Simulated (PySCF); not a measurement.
C₂H₅AlF₂, SMILES C[CH2][Al]([F])[F].

The structure is a stationary point at B3LYP-D3(BJ)/def2-SVP. The structure was generated by enumeration; whether it is a known compound was not checked. The values are those of a single conformer.

Calculation: C-PCM-M06-2X/def2-SVP (PySCF).

The values are the electrostatic part of the solvation free energy, E(continuum) − E(gas) at the gas-phase geometry, in a cavity of scaled van der Waals radii (PySCF's table); cavitation and dispersion terms are not included. A continuum can't describe solvent molecules that bind to the metal. In vacuum the orbital gap is 9.90 eV. The dipole moment in vacuum is 2.39 D.

Computed values in water (ε = 78.36), diethylether (ε = 4.24), toluene (ε = 2.37):
```json
[
 {"solvent": "water", "ε": "78.36", "ΔG(elec) (kcal/mol)": "-7.9", "dipole (D)": "2.57", "gap (eV)": "9.87"},
 {"solvent": "diethylether", "ε": "4.24", "ΔG(elec) (kcal/mol)": "-6.0", "dipole (D)": "2.53", "gap (eV)": "9.88"},
 {"solvent": "toluene", "ε": "2.37", "ΔG(elec) (kcal/mol)": "-4.5", "dipole (D)": "2.50", "gap (eV)": "9.89"}
]
```
